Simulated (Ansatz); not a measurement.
```xyz
5

C    -0.0060   -0.0067   -1.5068
Br   -0.0094    0.0006    0.4218
H    -0.0036   -1.0451   -1.8505
H    -0.9085    0.5169   -1.8533
H     0.8992    0.5211   -1.8481
```

Basis set: STO-3G (spherical functions). Left uncorrelated: 10 orbitals. Charge 0, multiplicity 1.

Computed with Ansatz (development build ahead of 0.2.0); each method stands on the lowest determinant of its kind that the runs found. Restricted open shells among the atoms or ions are ROHF, correlated in semicanonical orbitals with singles.

The atomization energy at this shape (free ground-state atoms in the same class of orbitals less the molecule, no zero-point energy) of singlet CH₃Br:

```csv
method,atomization energy
RHF-MP2,17.23 eV
```

**Question.** What does RHF give?

**Answer.** 15.72 eV.

This basis has no polarisation functions and is too small for such energies, which can lie far from measured ones in either direction.
